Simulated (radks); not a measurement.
Neutral selenium inside a hard spherical wall (all orbitals vanish at R), configuration held at [Ar] 3d10 4s2 4p4 and not refilled when levels cross. Method: non-relativistic Kohn-Sham, LDA (Slater exchange, VWN5 correlation), spin-polarised, spherical densities, point nucleus; open shells are filled with parallel spins first; computed with a radial shooting solver on a logarithmic mesh with Libxc functionals. Eigenvalues in eV for spin up, with the zero of energy where the potential of the charges vanishes at infinity; a dash marks a level that is unbound or too diffuse for the functional's potential to be trusted. A positive occupied level is held by the wall or, in an anion where self-interaction has pushed it up, behind a barrier. The pressure on the wall is -dE/dV.

| R (bohr) | E (hartree) | kinetic (hartree) | e(3p) | e(3d) | e(4s) | e(4p) | e(5s, empty) | e(5p, empty) | pressure (GPa) |
|---|---|---|---|---|---|---|---|---|---|
| free | -2398.13493 | 2395.963 | -151.08 | -54.726 | -17.463 | -7.214 | -0.482 | - | 0 |
| 15 | -2398.13493 | 2395.963 | -151.08 | -54.726 | -17.463 | -7.214 | -0.431 | 0.687 | < 0.0001 |
| 4 | -2397.83362 | 2397.517 | -145.32 | -49.025 | -13.161 | -2.231 | 23.200 | 32.032 | 68.4 |
| 3.5 | -2397.47049 | 2399.032 | -141.43 | -45.206 | -9.937 | 1.715 | 37.770 | 48.513 | 205 |
| 3 | -2396.61270 | 2402.201 | -135.02 | -38.923 | -3.695 | 9.318 | 64.172 | 77.314 | 676 |
| 2.5 | -2394.43398 | 2409.422 | -124.17 | -28.287 | 9.710 | 25.226 | 115.73 | 131.73 | 2580 |
| 2 | -2388.13928 | 2428.704 | -103.88 | -8.003 | 43.613 | 63.632 | 228.79 | 247.20 | 12500 |
